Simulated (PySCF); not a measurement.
# Broadened absorption spectrum of C7H10S

C7H10S.
Z-matrix (Å and degrees, GFN2-xTB geometry), rows numbered from 1:
```
C 
C   1  1.3358
C   2  1.4325  1  121.42
C   3  1.3623  2  130.96  1  -178.72
C   4  1.5074  3  116.83  2   179.76
C   4  1.4415  3  127.09  2     0.07
C   6  1.4974  4  118.15  3   178.78
S   6  1.6475  4  125.44  3    -1.29
H   1  1.0758  2  121.70  3  -180.00
H   1  1.0788  2  121.86  3     0.17
H   2  1.0774  1  119.92  3   179.93
H   3  1.0860  2  113.26  1     0.93
H   5  1.0867  4  110.72  3     1.42
H   5  1.0888  4  110.92  3   121.46
H   5  1.0891  4  110.85  3  -118.66
H   7  1.0901  6  110.92  4    60.53
H   7  1.0871  6  109.69  4  -179.37
H   7  1.0900  6  110.90  4   -59.24
```

Level of theory: TDDFT CAM-B3LYP/def2-SVPD, vertical, gas phase, core orbitals frozen in the response in PySCF 2.14.0, density-fitted response routines.

Computed states:

| state | E (eV) | f |
| --- | --- | --- |
| S1 | 1.92 | 0.0001 |
| S2 | 3.66 | 0.318 |
| S3 | 5.31 | 0.134 |
| S4 | 5.34 | 0.0037 |
| S5 | 5.69 | 0.0031 |
| S6 | 5.98 | 0.039 |
| S7 | 6.24 | 0.073 |
| S8 | 6.29 | 0.446 |

Each state is given a Gaussian of 0.4 eV full width at half maximum, with ε(max) = 2.175×10⁸ f / Δν̃ (Δν̃ the width in cm⁻¹). The cross-section is σ = 3.8235×10⁻²¹ ε cm², given in Mb (10⁻¹⁸ cm²). The width is an assumption, not a result. The curve ends short of the highest state used, and states not computed would add to its high-energy end.

Question: Give the broadened spectrum and its maxima.

Answer: 
```tsv
E (eV)	σ (Mb)
1.32	0.00
1.47	0.00
1.62	0.00
1.77	0.01
1.92	0.02
2.07	0.01
2.22	0.00
2.37	0.00
2.52	0.00
2.67	0.00
2.83	0.00
2.98	0.03
3.13	0.60
3.28	6.46
3.43	32.01
3.58	72.69
3.73	75.70
3.88	36.15
4.03	7.91
4.18	0.79
4.33	0.04
4.48	0.00
4.63	0.01
4.79	0.34
4.94	3.39
5.09	15.56
5.24	32.84
5.39	31.93
5.54	15.00
5.69	6.39
```

Maxima: 338 nm (3.66 eV), ε about 21000, made up of S2 (100%); 234 nm (5.31 eV), ε about 9300, made up of S3 (97%) (ε in L mol⁻¹ cm⁻¹; maxima over ε = 5, shares over 10%).

Question: What would ε be at 3.66 eV, the highest of these maxima, with half the width (0.2 eV)?

Answer: About 42800 L mol⁻¹ cm⁻¹ against 21400, a factor of about 2.00; a lone state at its own centre would give exactly 2.

Question: Coming from long wavelengths, where does ε first pass 100 L mol⁻¹ cm⁻¹?

Answer: At about 399 nm (3.11 eV), 1.19 eV above S1.

Question: On this curve, what absorbance would a 10⁻⁴ mol/L sample give at 254 nm over a 1 cm path?

Answer: 254 nm is 4.881 eV, where ε is about 390 L mol⁻¹ cm⁻¹, so A = ε c l ≈ 0.039 (Beer–Lambert, with the gas-phase spectrum and the assumed width).

One conformer stands for the species.
